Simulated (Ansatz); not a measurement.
One change: `FC[SiH2][SiH2]F` becomes `FC[SiH2]I`.

Ansatz, PBE0-D4/def2-TZVP geometries, multiplicity 1. Each molecule was computed in one conformer, which needn't be the lowest.

Elements past krypton have def2 core potentials.  Spin–orbit coupling is left out; it splits and shifts lone-pair levels of the heavy atoms by tenths of an eV.

| property | `FC[SiH2][SiH2]F` |
| --- | --- |
| LUMO energy (ωB97M-V/def2-TZVPP) / eV | 1.05 |
| size of the dipole moment (ωB97M-V/def2-TZVPP) / D | 1.73 |
| HOMO energy (ωB97M-V/def2-TZVPP) / eV | -10.35 |
| HOMO–LUMO gap (PBE/def2-TZVPP) / eV | 5.47 |
| HOMO–LUMO gap (B3LYP/def2-TZVPP) / eV | 7.20 |
| HOMO–LUMO gap (PBE0/def2-TZVPP) / eV | 7.58 |

**Question.** Give the same properties after the change, and the shifts. (Best estimate.)

**Answer.** Ansatz gave: 
```tsv
property	`FC[SiH2]I`	shift
LUMO energy (ωB97M-V/def2-TZVPP) / eV	1.12	0.07
size of the dipole moment (ωB97M-V/def2-TZVPP) / D	2.13	0.40
HOMO energy (ωB97M-V/def2-TZVPP) / eV	-9.88	0.47
HOMO–LUMO gap (PBE/def2-TZVPP) / eV	5.07	-0.40
HOMO–LUMO gap (B3LYP/def2-TZVPP) / eV	6.61	-0.59
HOMO–LUMO gap (PBE0/def2-TZVPP) / eV	7.07	-0.51
```

Dipoles are sizes alone; their direction can turn.

B3LYP here is the variant with VWN-RPA as its local correlation; programs differ in this.
